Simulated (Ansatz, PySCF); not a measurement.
CH8FNOSi2. Atoms are numbered in the order given.

```xyz
14

N      2.3355    -0.4867    -1.5429
Si     0.8692    -1.0200    -0.7690
Si    -0.1216     0.6578     0.5396
O     -0.0366     2.0684    -0.3714
C     -1.9281     0.1754     0.9096
F     -1.8903    -1.1193     1.4084
H      2.3203     0.4192    -2.0015
H      3.2035    -0.6003    -1.0309
H     -0.1366    -1.4400    -1.7968
H      1.2137    -2.2017     0.0777
H      0.5703     0.8618     1.8575
H     -0.1454     2.8959     0.1061
H     -2.4262     0.8275     1.6489
H     -2.5397     0.1889    -0.0101
```
Charge 0, spin multiplicity 1.

Coordinates come from a PBE0-D3(BJ)/def2-SVP optimisation. The structure was generated by enumeration; whether it is a known compound was not checked. The values are those of a single conformer.

Vertical ionisation energy (IE) and electron affinity (EA) in eV. Rows of orbital energies are one-electron estimates. Where ΔSCF, EOM or ADC give a negative EA the extra electron is unbound and the value depends on the basis.

```csv
level,IE,EA
"−ε(HOMO), −ε(LUMO), ωB97X/def2-TZVP (PySCF)",9.20,-1.51
"−ε(HOMO), −ε(LUMO), PBE/def2-TZVP (PySCF)",5.60,1.41
"ΔSCF, CAM-B3LYP/def2-SVPD (Ansatz), final states of multiplicity 2 and 2",9.04,-0.87
"ΔSCF, PBE/def2-SVPD (Ansatz), final states of multiplicity 2 and 2",8.46,-0.51
```

### Question
What vertical singlet–triplet gap does ΔSCF give with CAM-B3LYP/def2-SVPD (Ansatz, a program for electronic structure) and with PBE/def2-SVPD (Ansatz)? (An estimate is asked for; the answer gives what the named calculation found.)

### Answer
5.10 and 4.23 eV (triplet above singlet where positive).
